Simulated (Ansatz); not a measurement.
## Molecular dynamics of FGe2H5

Input file:

```yaml
crystal:
  periodic: [false, false, false]
  atoms:
    - { symbol: Ge, position_ang: [0.061415, -0.044295, 0.003365] }
    - { symbol: H, position_ang: [0.55727, -0.188851, 1.444679] }
    - { symbol: H, position_ang: [1.197567, 0.414745, -0.91494] }
    - { symbol: F, position_ang: [-1.088103, 1.265559, 0.026646] }
    - { symbol: Ge, position_ang: [-1.140614, -1.983713, -0.819765] }
    - { symbol: H, position_ang: [-2.306102, -2.304429, 0.117213] }
    - { symbol: H, position_ang: [-1.674273, -1.704792, -2.225482] }
    - { symbol: H, position_ang: [-0.19006, -3.184424, -0.871315] }
basis:
  gaussian: { orbitals: def2-SVP }
hamiltonian:
  xc: { name: BHLYP }
  dispersion: d4
md:
  timestep: 0.5
  n_steps: 150
  ensemble: nvt_langevin
  temperature: 100.0
  initial_velocities: maxwell_boltzmann
  seed: 52591
  friction: 1.0
```

Command:

```bash
$ ansatz run input.yaml --threads 2 --pin off --max-ram 3072MiB --backend cpu --events-out ev --progress --plain --runs-dir out
```

It starts from a relaxed structure.

Output, in part (one step line in 3, the closing report, with atoms numbered from 0):

```
md step     0: t =     0.00 fs  T =    87.5 K  F+E_penalty+E_count = -115817.18210740 eV  E_kin = 0.090482 eV  (25 SCF iters)
md step     3: t =     1.50 fs  T =    88.0 K  F+E_penalty+E_count = -115817.17805326 eV  E_kin = 0.090974 eV  (23 SCF iters)
md step     6: t =     3.00 fs  T =   140.1 K  F+E_penalty+E_count = -115817.17481951 eV  E_kin = 0.144888 eV  (24 SCF iters)
md step     9: t =     4.50 fs  T =    47.9 K  F+E_penalty+E_count = -115817.16686818 eV  E_kin = 0.049560 eV  (23 SCF iters)
md step    12: t =     6.00 fs  T =    90.0 K  F+E_penalty+E_count = -115817.15909291 eV  E_kin = 0.093055 eV  (23 SCF iters)
md step    15: t =     7.50 fs  T =   133.2 K  F+E_penalty+E_count = -115817.13892000 eV  E_kin = 0.137749 eV  (23 SCF iters)
md step    18: t =     9.00 fs  T =   119.8 K  F+E_penalty+E_count = -115817.11291427 eV  E_kin = 0.123925 eV  (23 SCF iters)
md step    21: t =    10.50 fs  T =   125.1 K  F+E_penalty+E_count = -115817.12765604 eV  E_kin = 0.129379 eV  (26 SCF iters)
md step    24: t =    12.00 fs  T =    93.5 K  F+E_penalty+E_count = -115817.14682508 eV  E_kin = 0.096715 eV  (22 SCF iters)
md step    27: t =    13.50 fs  T =    68.7 K  F+E_penalty+E_count = -115817.15337463 eV  E_kin = 0.071035 eV  (23 SCF iters)
md step    30: t =    15.00 fs  T =   118.0 K  F+E_penalty+E_count = -115817.13888861 eV  E_kin = 0.121971 eV  (23 SCF iters)
md step    33: t =    16.50 fs  T =    80.2 K  F+E_penalty+E_count = -115817.14882773 eV  E_kin = 0.082967 eV  (23 SCF iters)
md step    36: t =    18.00 fs  T =   100.4 K  F+E_penalty+E_count = -115817.14598695 eV  E_kin = 0.103771 eV  (24 SCF iters)
md step    39: t =    19.50 fs  T =   110.0 K  F+E_penalty+E_count = -115817.13385977 eV  E_kin = 0.113722 eV  (24 SCF iters)
md step    42: t =    21.00 fs  T =   119.6 K  F+E_penalty+E_count = -115817.14930573 eV  E_kin = 0.123710 eV  (24 SCF iters)
md step    45: t =    22.50 fs  T =    95.1 K  F+E_penalty+E_count = -115817.14439266 eV  E_kin = 0.098312 eV  (25 SCF iters)
md step    48: t =    24.00 fs  T =    90.2 K  F+E_penalty+E_count = -115817.13439990 eV  E_kin = 0.093269 eV  (23 SCF iters)
md step    51: t =    25.50 fs  T =   128.5 K  F+E_penalty+E_count = -115817.12780897 eV  E_kin = 0.132836 eV  (25 SCF iters)
md step    54: t =    27.00 fs  T =    79.8 K  F+E_penalty+E_count = -115817.14303989 eV  E_kin = 0.082522 eV  (24 SCF iters)
md step    57: t =    28.50 fs  T =   123.6 K  F+E_penalty+E_count = -115817.14261466 eV  E_kin = 0.127856 eV  (24 SCF iters)
md step    60: t =    30.00 fs  T =    75.0 K  F+E_penalty+E_count = -115817.13908708 eV  E_kin = 0.077545 eV  (23 SCF iters)
md step    63: t =    31.50 fs  T =    63.4 K  F+E_penalty+E_count = -115817.14145692 eV  E_kin = 0.065527 eV  (23 SCF iters)
md step    66: t =    33.00 fs  T =    58.6 K  F+E_penalty+E_count = -115817.13447532 eV  E_kin = 0.060596 eV  (25 SCF iters)
md step    69: t =    34.50 fs  T =   104.8 K  F+E_penalty+E_count = -115817.13867214 eV  E_kin = 0.108348 eV  (25 SCF iters)
md step    72: t =    36.00 fs  T =    85.5 K  F+E_penalty+E_count = -115817.13942552 eV  E_kin = 0.088428 eV  (24 SCF iters)
md step    75: t =    37.50 fs  T =    93.5 K  F+E_penalty+E_count = -115817.12866765 eV  E_kin = 0.096725 eV  (24 SCF iters)
md step    78: t =    39.00 fs  T =   124.6 K  F+E_penalty+E_count = -115817.11107321 eV  E_kin = 0.128817 eV  (25 SCF iters)
md step    81: t =    40.50 fs  T =   128.4 K  F+E_penalty+E_count = -115817.10940889 eV  E_kin = 0.132820 eV  (25 SCF iters)
md step    84: t =    42.00 fs  T =   112.4 K  F+E_penalty+E_count = -115817.12041990 eV  E_kin = 0.116208 eV  (23 SCF iters)
md step    87: t =    43.50 fs  T =   152.6 K  F+E_penalty+E_count = -115817.12862691 eV  E_kin = 0.157817 eV  (25 SCF iters)
md step    90: t =    45.00 fs  T =   109.9 K  F+E_penalty+E_count = -115817.13169300 eV  E_kin = 0.113613 eV  (24 SCF iters)
md step    93: t =    46.50 fs  T =    92.3 K  F+E_penalty+E_count = -115817.13765883 eV  E_kin = 0.095494 eV  (24 SCF iters)
md step    96: t =    48.00 fs  T =    79.7 K  F+E_penalty+E_count = -115817.14584878 eV  E_kin = 0.082404 eV  (23 SCF iters)
md step    99: t =    49.50 fs  T =    93.3 K  F+E_penalty+E_count = -115817.15079337 eV  E_kin = 0.096443 eV  (25 SCF iters)
md step   102: t =    51.00 fs  T =   126.6 K  F+E_penalty+E_count = -115817.14226488 eV  E_kin = 0.130920 eV  (24 SCF iters)
md step   105: t =    52.50 fs  T =   174.2 K  F+E_penalty+E_count = -115817.13230024 eV  E_kin = 0.180148 eV  (24 SCF iters)
md step   108: t =    54.00 fs  T =   160.0 K  F+E_penalty+E_count = -115817.11059162 eV  E_kin = 0.165451 eV  (24 SCF iters)
md step   111: t =    55.50 fs  T =   108.0 K  F+E_penalty+E_count = -115817.10094320 eV  E_kin = 0.111719 eV  (23 SCF iters)
md step   114: t =    57.00 fs  T =    84.8 K  F+E_penalty+E_count = -115817.10118744 eV  E_kin = 0.087671 eV  (24 SCF iters)
md step   117: t =    58.50 fs  T =    55.6 K  F+E_penalty+E_count = -115817.10695951 eV  E_kin = 0.057461 eV  (25 SCF iters)
md step   120: t =    60.00 fs  T =   130.8 K  F+E_penalty+E_count = -115817.14194881 eV  E_kin = 0.135215 eV  (24 SCF iters)
md step   123: t =    61.50 fs  T =    84.8 K  F+E_penalty+E_count = -115817.14859223 eV  E_kin = 0.087709 eV  (24 SCF iters)
md step   126: t =    63.00 fs  T =    92.1 K  F+E_penalty+E_count = -115817.13984938 eV  E_kin = 0.095231 eV  (24 SCF iters)
md step   129: t =    64.50 fs  T =   112.4 K  F+E_penalty+E_count = -115817.12752805 eV  E_kin = 0.116255 eV  (25 SCF iters)
md step   132: t =    66.00 fs  T =   150.3 K  F+E_penalty+E_count = -115817.10483469 eV  E_kin = 0.155405 eV  (23 SCF iters)
md step   135: t =    67.50 fs  T =   128.6 K  F+E_penalty+E_count = -115817.09109724 eV  E_kin = 0.132947 eV  (24 SCF iters)
md step   138: t =    69.00 fs  T =   107.8 K  F+E_penalty+E_count = -115817.09293708 eV  E_kin = 0.111475 eV  (23 SCF iters)
md step   141: t =    70.50 fs  T =    55.3 K  F+E_penalty+E_count = -115817.08997215 eV  E_kin = 0.057230 eV  (23 SCF iters)
md step   144: t =    72.00 fs  T =    74.5 K  F+E_penalty+E_count = -115817.10484174 eV  E_kin = 0.077026 eV  (24 SCF iters)
md step   147: t =    73.50 fs  T =    92.1 K  F+E_penalty+E_count = -115817.10514947 eV  E_kin = 0.095274 eV  (24 SCF iters)
md step   150: t =    75.00 fs  T =    75.8 K  F+E_penalty+E_count = -115817.10702666 eV  E_kin = 0.078382 eV  (26 SCF iters)
Total energy: -115817.10720552 eV, -4256.2001861480 hartree
Atom 0 at     0.048107    -0.017080     0.000913 Å, force    -0.033374    -0.926494     0.062584 eV/Å
Atom 1 at     0.552294    -0.240741     1.430508 Å, force    -0.040248     0.208526     0.005609 eV/Å
Atom 2 at     1.212502     0.293744    -0.934107 Å, force    -0.015526     0.369899    -0.045038 eV/Å
Atom 3 at    -1.117808     1.266956     0.035657 Å, force     0.127844     0.173985    -0.044225 eV/Å
Atom 4 at    -1.142302    -1.983060    -0.818514 Å, force    -0.204766    -0.304572     0.286981 eV/Å
Atom 5 at    -2.224666    -2.456251     0.191321 Å, force     0.122028     0.306621    -0.329370 eV/Å
Atom 6 at    -1.704998    -1.705615    -2.211492 Å, force    -0.186856     0.066556     0.034233 eV/Å
Atom 7 at    -0.229003    -3.204610    -0.973766 Å, force     0.230898     0.105479     0.029226 eV/Å
Dipole moment:     0.280341    -0.264973    -0.018654 e Å
```

The run went to its last step. A run of 0.075 ps of so small a system gives no equilibrium averages. The friction is so strong that the motion is overdamped, so the time scale means little.

The same pairs are bonded in the first frame and the last. Pairs count as bonded within 1.25 times the sum of covalent radii (0.12 Å more for H–H).

Last frame:

```xyz
8
Properties=species:S:1:pos:R:3
Ge 0.048 -0.017 0.001
H 0.552 -0.241 1.431
H 1.212 0.294 -0.934
F -1.118 1.267 0.036
Ge -1.142 -1.983 -0.819
H -2.225 -2.456 0.191
H -1.705 -1.706 -2.212
H -0.229 -3.205 -0.974
```

Run time: 4 min on 2 threads of Intel(R) Xeon(R) 6975P-C (Granite Rapids), with other jobs on the host, peak memory 0.26 GiB.
